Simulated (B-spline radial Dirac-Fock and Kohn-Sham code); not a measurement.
Eu²⁺ 4d3/2: cross section and angular parameters

System: Eu²⁺, [Xe] 4f7; threshold 161.7 eV (orbital energy of the model). Calculated with an atomic code on a B-spline grid, using Dirac-Hartree-Slater photoionisation with a Latter tail; cross sections with all multipoles, angular parameters from the dipole term and its interference with E2.

Input file task.json (cfg lists n, l and occupation; rrms is the nuclear radius in fm):

```json
{"items": [{
  "Z": 63,
  "q": 2,
  "cfg": [[1, 0, 2], [2, 0, 2], [2, 1, 6], [3, 0, 2], [3, 1, 6], [3, 2, 10], [4, 0, 2], [4, 1, 6], [4, 2, 10], [4, 3, 7], [5, 0, 2], [5, 1, 6]],
  "A": 153,
  "rrms": 5.1115,
  "do": "xps",
  "hv": [52.2, 60, 65.3, 76.1, 83.6, 100, 112.0, 114.0, 122.0, 137.0, 149.0, 150, 159.0, 327.0, 341.0, 400, 564.0, 600, 1090.0, 1990.0, 2230.0, 3080.0, 3210.0, 4000, 5414.7, 7740.0, 8580.0, 10500.0, 12100.0, 15000]
}]}
```

Command: `python xray2_run.py task.json out`

For linearly polarised light dσ/dΩ = σ/(4π) [1 + β P₂(cos θ) + (δ + γ cos²θ) sin θ cos φ], with θ from the polarisation vector and φ the angle between the beam and the projection of the electron momentum on the plane normal to the polarisation.

| hν (eV) | σ (kb) | β | γ | δ |
| --- | --- | --- | --- | --- |
| 327 | 284 | -0.261 | 0.041 | 0.099 |
| 341 | 294 | -0.139 | 0.075 | 0.087 |
| 400 | 315 | 0.250 | 0.140 | 0.048 |
| 564 | 268 | 0.793 | 0.082 | 0.007 |
| 600 | 252 | 0.860 | 0.061 | 0.004 |
| 1090 | 103 | 1.259 | -0.036 | 0.011 |
| 1990 | ? | ? | ? | ? |
| 2230 | 20.8 | 1.365 | 0.248 | 0.042 |
| 3080 | 8.83 | 1.329 | 0.494 | 0.061 |
| 3210 | 7.87 | 1.322 | 0.530 | 0.064 |
| 4000 | 4.20 | 1.273 | 0.726 | 0.083 |
| 5414.7 | 1.68 | 1.186 | 1.013 | 0.116 |
| 7740 | 0.534 | 1.061 | 1.365 | 0.171 |
| 8580 | 0.379 | 1.022 | 1.466 | 0.192 |
| 10500 | 0.190 | 0.942 | 1.655 | 0.238 |
| 12100 | 0.115 | 0.884 | 1.781 | 0.276 |
| 15000 | 0.0532 | 0.795 | 1.958 | 0.344 |

Question: Give the values at 1990 eV.

Answer: σ = 27.6 kb, β = 1.366, γ = 0.176, δ = 0.036.
